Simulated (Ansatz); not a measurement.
The Se4–H5 bond of GaH3Se (SMILES [GaH2][SeH]) is stretched (multiplicity 1, the rest rigid).
Geometry at rest (charge 0, multiplicity 1):
```json
[
 {"atom": "Ga", "x (Å)": "0.2749", "y (Å)": "0.0112", "z (Å)": "-1.1530"},
 {"atom": "H", "x (Å)": "-0.8038", "y (Å)": "-0.5760", "z (Å)": "-2.1169"},
 {"atom": "H", "x (Å)": "1.6617", "y (Å)": "0.6037", "z (Å)": "-1.5559"},
 {"atom": "Se", "x (Å)": "-0.3040", "y (Å)": "-0.0284", "z (Å)": "1.1136"},
 {"atom": "H", "x (Å)": "0.9571", "y (Å)": "0.5901", "z (Å)": "1.5522"}
]
```

Cores are frozen in the correlated methods. Filled d and f shells under p-block atoms count as core.

Programs: Ansatz (a quantum-chemistry and plane-wave program). Values without a source in brackets are computed.

Energies above the point at 1.471 Å (the B3LYP-D3(BJ) bond length), FIC-MRCISD+Q on CASSCF(4,3)/cc-pVTZ (kcal/mol): 6.84 at 1.324 Å; 4.28 at 1.619 Å; 81.38 at 4.709 Å.

Q: Take the last value as the depth D of a Morse curve D(1 − e^(−a(R − R₀)))², fit a and R₀ to the two near points, and test it at 1.986 and 2.575 Å.

A: 
With D = 81.4, both near points (counted from the curve's value at 1.471 Å) are met by a = 1.75 Å⁻¹ and R₀ = 1.470 Å, so k = 2Da² = 497 kcal/(mol Å²). The curve then gives 28.8 and 59.5 kcal/mol; the level itself gives 30.4 and 65.1, so Morse is off by -1.7 and -5.6.

Doubts at one or more of the structures used: active orbitals that take no part (FIC-MRCISD+Q on CASSCF(4,3)/cc-pVTZ).
